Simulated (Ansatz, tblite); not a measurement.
Spin states of Be₂O₃, each relaxed with PBE-D4/def2-TZVP in Ansatz. Electronic energies in the gas phase.

The xTB rows come from tblite. Correlated methods freeze 3 core orbitals. The structure holds 1 bond(s) between oxygen atoms. The structure comes from a short search, and lower isomers may exist.

Singlet geometry (C2v within 0.1 Å):

```csv
atom,x (Å),y (Å),z (Å)
Be1,0.441,0.197,0.934
Be2,-0.173,-0.829,-0.623
O3,0.517,-1.221,0.600
O4,-0.153,1.327,0.153
O5,-0.632,0.526,-1.063
```

Triplet geometry (C2v within 0.1 Å):

```tsv
atom	x (Å)	y (Å)	z (Å)
Be1	-0.638	-0.039	0.861
Be2	-0.092	0.214	-1.047
O3	-1.362	0.327	-0.346
O4	0.750	-0.388	1.299
O5	1.342	-0.114	-0.767
```

Quintet geometry (D3h within 0.1 Å):

```xyz
5

Be   -0.146    0.566   -0.851
Be    0.147   -0.566    0.851
O     1.240    0.178   -0.095
O    -0.539   -0.986   -0.563
O    -0.702    0.808    0.659
```

⟨S²⟩: triplet 2.01 at PBE0-D4/def2-TZVP (pure 2.00), quintet 6.03 at PBE0-D4/def2-TZVP (pure 6.00).

Run but left out: HF/def2-TZVP, MP2/def2-TZVP (quintet: a determinant that CCSD turns far, T1 0.065); HF/def2-TZVPP, MP2/def2-TZVPP, CCSD/def2-TZVPP, CCSD(T)/def2-TZVPP (flagged by the program: other roots).

Only these spin states were relaxed. The triplet has other bonds than the singlet, so the gap mixes isomer and spin. The quintet has other bonds than the singlet, so the gap mixes isomer and spin.

Question: Estimate which spin state lies lowest at each of these levels, and by how much: GFN1-xTB; GFN2-xTB; PBE-D4/def2-TZVP; r2SCAN-D4/def2-TZVP; r2SCANh-D4/def2-TZVP; PBE0-D4/def2-TZVP; BHLYP-D4/def2-TZVP; CAM-B3LYP-D4/def2-TZVP; ωB97X-V/def2-TZVP; PBE-QIDH/def2-TZVP; RPA@PBE/def2-TZVP.

Answer: 
```tsv
level	triplet − singlet (kJ/mol)	quintet − singlet (kJ/mol)	lowest of these
GFN1-xTB	357.8	629.4	singlet
GFN2-xTB	335.6	613.4	singlet
PBE-D4/def2-TZVP	111.1	380.2	singlet
r2SCAN-D4/def2-TZVP	109.3	378.0	singlet
r2SCANh-D4/def2-TZVP	107.9	396.5	singlet
PBE0-D4/def2-TZVP	126.7	432.5	singlet
BHLYP-D4/def2-TZVP	82.6	454.8	singlet
CAM-B3LYP-D4/def2-TZVP	126.7	488.1	singlet
ωB97X-V/def2-TZVP	138.4	518.6	singlet
PBE-QIDH/def2-TZVP	139.5	527.4	singlet
RPA@PBE/def2-TZVP	85.5	391.4	singlet
```

Change of the quintet − singlet gap on mixing in exact exchange, in kJ/mol: PBE to PBE0 (25 % exact exchange) 52.3; r2SCAN to r2SCANh (10 % exact exchange) 18.5. The xTB methods have no term that favours high spin, so they put low spin too low.
